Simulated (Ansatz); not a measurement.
Gas-phase electronic energies from Ansatz, PBE0-D4/def2-TZVP geometries. CBS: MP2 limit from def2 TZ/QZ plus the TZ coupled-cluster correction, frozen cores. DFT in def2-TZVPP. B3LYP here is the variant with VWN-RPA as its local correlation; programs differ in this. HSE06 is defined as in plane-wave codes. def2 core potentials past Kr. For Br, Hf, Sn outer-core shells are correlated without core-valence functions, which leaves a few kJ/mol of doubt a bond. Scalar relativity is left out up to krypton. One conformer a species, not always the lowest.

Consider the redistribution: `[NH2][Hf]([OH])([F])[Cl]` + `[Br][SnH]([Br])[Br]` → `[NH2][Hf]([F])([Cl])[Br]` + `[OH][SnH]([Br])[Br]`.

Problem. Is it downhill or uphill in electronic energy at CCSD(T)/CBS, and by how much? (Estimate.)

Solution. Ansatz gave: Uphill: ΔE = +0.47 eV.

Problem. What do these levels give: PBE-D4, PBE0-D4, HSE06-D4, ωB97M-V, B2PLYP, PBE, revPBE, PBE0, B3LYP, CCSD(T)/def2-SVP, HF/def2-QZVPP, HF/CBS(def2)? (An estimate is asked.)

Solution. Computed: PBE-D4 0.46, PBE0-D4 0.48, HSE06-D4 0.48, ωB97M-V 0.49, B2PLYP 0.45, PBE 0.45, revPBE 0.43, PBE0 0.47, B3LYP 0.49, CCSD(T)/def2-SVP 0.61, HF/def2-QZVPP 0.50, HF/CBS(def2) 0.50 eV.

Problem. What do rigid-rotor, harmonic-oscillator terms from PBE0-D4/def2-TZVP frequencies (298.15 K, 1 bar) make of the CCSD(T)/CBS value? (Best estimate.)

Solution. The calculation gave: ΔZPE = +0.02 eV, ΔH = +0.48 eV, ΔS = 10 J/(mol·K), ΔG = +0.45 eV.

Largest T1 diagnostic among the species: 0.015.

Leaving LDA and LC-ωPBE aside and taking each functional with its dispersion term where it has one, the values, not all of them listed here, spread over 0.12 eV, from B97M-V to BHLYP-D4. LDA lies +0.03 eV from PBE without D4. At CCSD(T), def2-SVP lies +0.14 eV from the extrapolated value and def2-TZVPP −0.05 eV. From r2SCAN to r2SCAN0 (25 % exact exchange), in def2-TZVPP and without D4, ΔE moves by +0.03 eV.
